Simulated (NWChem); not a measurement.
System meant: H3O2 cation; SMILES O[OH2+]

NWChem input:

```
start job
memory heap 200 mb stack 900 mb global 1100 mb
charge 1
geometry units angstroms noautosym nocenter noautoz
  O     -0.001549     0.804195    -0.118734
  O      0.001097    -0.640962     0.083622
  H      0.012612     1.107991     0.829942
  H      0.809011    -0.975738    -0.403286
  H     -0.819396    -0.975496    -0.381934
end
basis spherical
  * library def2-svp
end
dft
  xc m06-2x
  iterations 150
end
property
  shielding 4 1 2 3 4
end
task dft property
```

End of the output:

```
 Vector   12  Occ=0.000000D+00  E=-1.368251D-01
              MO Center= -6.5D-03, -1.0D+00, -4.6D-01, r^2= 2.9D+00
   Bfn.  Coefficient  Atom+Function         Bfn.  Coefficient  Atom+Function
  ----- ------------  ---------------      ----- ------------  ---------------
    35      1.102300  4 H  s                 40     -1.102611  5 H  s
    21     -0.566592  2 O  px                18     -0.383437  2 O  px
    34      0.233800  4 H  s                 39     -0.233887  5 H  s

 center of mass
 --------------
 x =  -0.00026906 y =   0.09504712 z =  -0.02787860

 moments of inertia (a.u.)
 ------------------
          76.126788025373           0.024372005438          -0.005259719083
           0.024372005438           9.539529276709           2.356069728496
          -0.005259719083           2.356069728496          76.132721237714

     Multipole analysis of the density
     ---------------------------------

     L   x y z        total         alpha         beta         nuclear
     -   - - -        -----         -----         ----         -------
     0   0 0 0      1.000000     -9.000000     -9.000000     19.000000

     1   1 0 0      0.001352      0.001988      0.001988     -0.002625
     1   0 1 0     -0.863260     -0.868744     -0.868744      0.874227
     1   0 0 1     -0.000975      0.222665      0.222665     -0.446304

     2   2 0 0     -5.849320     -5.292448     -5.292448      4.735576
     2   1 1 0      0.046280      0.008288      0.008288      0.029704
     2   1 0 1     -0.007147     -0.002439     -0.002439     -0.002268
     2   0 2 0     -3.634311    -22.514680    -22.514680     41.395050
     2   0 1 1      3.278328      0.758942      0.758942      1.760443
     2   0 0 2     -6.631823     -5.397914     -5.397914      4.164004

          -----------------------------------------
          Chemical Shielding Tensors (GIAO, in ppm)
          -----------------------------------------

 ------------------------------------------------------------------------
  xm06: d2 not coded                    0
 ------------------------------------------------------------------------
 ------------------------------------------------------------------------
  current input line :
    21: task dft property
 ------------------------------------------------------------------------
 ------------------------------------------------------------------------
 This error has not yet been assigned to a category
 ------------------------------------------------------------------------
 For more information see the NWChem manual at https://nwchemgit.github.io

0: xm06: d2 not coded:Received an Error in Communication
```

Task: What is wrong, and how is it mended?

Result: The program stopped with an error. Cause: this functional's second derivatives, which shieldings need, aren't coded here; the fix takes a hybrid GGA instead. This input runs:
```
start job
memory heap 200 mb stack 900 mb global 1100 mb
charge 1
geometry units angstroms noautosym nocenter noautoz
  O     -0.001549     0.804195    -0.118734
  O      0.001097    -0.640962     0.083622
  H      0.012612     1.107991     0.829942
  H      0.809011    -0.975738    -0.403286
  H     -0.819396    -0.975496    -0.381934
end
basis spherical
  * library def2-svp
end
dft
  xc pbe0
  iterations 150
end
property
  shielding 4 1 2 3 4
end
task dft property
```
It converges to -151.53484 Ha (PBE0/def2-SVP, GIAO).
